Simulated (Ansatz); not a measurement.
System: sum formula SiHCl₂ (charge +1, singlet). 
Geometry from a B3LYP-D3(BJ)/def2-TZVP (Ansatz, a quantum-chemistry and plane-wave program) optimisation:
```xyz
4

Cl    -1.7007    -0.3216     0.0569
Si     0.0010     0.6388    -0.0062
Cl     1.6996    -0.3281    -0.0507
H      0.0034     2.1008    -0.0203
```
Charge +1, spin multiplicity 1.

Basis-set convergence of Hartree-Fock and CCSD(T) correlation energies (hartree) with Ansatz. Cores are frozen in the correlated levels unless marked. Spin-orbit coupling is left out. Non-relativistic.

```json
[
 {"basis": "cc-pV(D+d)Z", "functions": "74", "E(HF)": "-1208.31172", "E(corr, CCSD(T))": "-0.39946", "rough core time": "under 20 s"},
 {"basis": "cc-pV(T+d)Z", "functions": "131", "E(HF)": "-1208.36295", "E(corr, CCSD(T))": "-0.53013", "rough core time": "under 20 s"},
 {"basis": "cc-pV(Q+d)Z", "functions": "222", "E(HF)": "-1208.37388", "E(corr, CCSD(T))": "-0.57580", "rough core time": "40 s"}
]
```

Extrapolating the two largest sets (X = 3 and 4) as X^-3: E(corr) = (64·(-0.57580) - 27·(-0.53013))/37 = -0.6091 Eh, an estimate of the basis-set limit. The largest set recovers 94.5 % of it, the smallest 65.6 %.
